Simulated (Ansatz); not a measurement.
Consider the redistribution: `OB1O[SiH2]1` + `C1[SiH2]S1` → `B1O[SiH2]1` + `OC1[SiH2]S1`.

Isolated molecules relaxed with PBE0-D4/def2-TZVP in Ansatz; ΔE leaves out vibrations. CCSD(T)/CBS is the MP2 limit (def2-TZVPP, def2-QZVPP) plus CCSD(T) − MP2 in def2-TZVPP, frozen cores. DFT in def2-TZVPP. Each species was taken in one conformer, which may not be the lowest.

CCSD(T)/CBS gives +2.19 eV.

(1) Another level gave +2.25 eV. Which?
A. r2SCAN0-D4/def2-TZVPP
B. CAM-B3LYP-D4/def2-TZVPP
C. HF/def2-TZVPP
D. LDA (SPW92)/def2-TZVPP

(2) What do rigid-rotor, harmonic-oscillator terms from PBE0-D4/def2-TZVP frequencies (298.15 K, 1 bar) make of the CCSD(T)/CBS value? (Best estimate.)

Largest T1 diagnostic among the species: 0.017.

## Answers

(1) A. r2SCAN0-D4 2.25, CAM-B3LYP-D4 2.20, LDA (SPW92) 2.14, HF/def2-TZVPP 2.29 eV.

(2) Computed: ΔZPE = -0.06 eV, ΔH = +2.14 eV, ΔS = 2 J/(mol·K), ΔG = +2.13 eV.

From BLYP to BHLYP (50 % exact exchange), in def2-TZVPP and without D4, ΔE moves by +0.15 eV. Leaving LDA and LC-ωPBE aside and taking each functional with its dispersion term where it has one, the values, not all of them listed here, spread over 0.20 eV, from revPBE-D4 to B97M-V. LDA lies +0.04 eV from PBE without D4.
